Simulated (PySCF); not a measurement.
silole (C₄H₆Si), SMILES C1=C[SiH2]C=C1.

Coordinates come from a r2SCAN-D4/def2-SVP optimisation.

Calculation: TDDFT-PBE/def2-SVPD in PySCF.

Vertical excitations.  State labels are in the subgroup C2v.

Computed lowest excited states:
```csv
state,symmetry,energy (eV),λ (nm),f,main pairs
S1,B2,4.20,295,0.051,HOMO→LUMO 98 %
S2,A2,5.22,237,0.000,HOMO−1→LUMO 100 %
S3,B1,5.43,229,0.005,HOMO−2→LUMO 99 %
S4,A1,5.64,220,0.051,"HOMO−3→LUMO 77 %, HOMO→LUMO+3 22 %"
S5,B1,5.91,210,0.007,HOMO→LUMO+1 100 %
S6,A2,5.96,208,0.000,HOMO→LUMO+2 100 %
S7,A1,6.53,190,0.066,"HOMO−4→LUMO 58 %, HOMO→LUMO+3 31 %"
S8,A2,6.67,186,0.000,HOMO→LUMO+4 97 %
S9,A2,6.74,184,0.000,HOMO→LUMO+5 97 %
S10,B1,6.93,179,0.006,HOMO−5→LUMO 99 %
T1,B2,2.65,467,0,HOMO→LUMO 99 %
T2,A1,4.64,267,0,"HOMO−3→LUMO 82 %, HOMO→LUMO+3 13 %"
T3,A2,4.83,257,0,HOMO−1→LUMO 100 %
T4,B1,4.92,252,0,HOMO−2→LUMO 99 %
```
Triplets are in the Tamm–Dancoff approximation, which puts them higher than full response would, so one can lie above its singlet here.
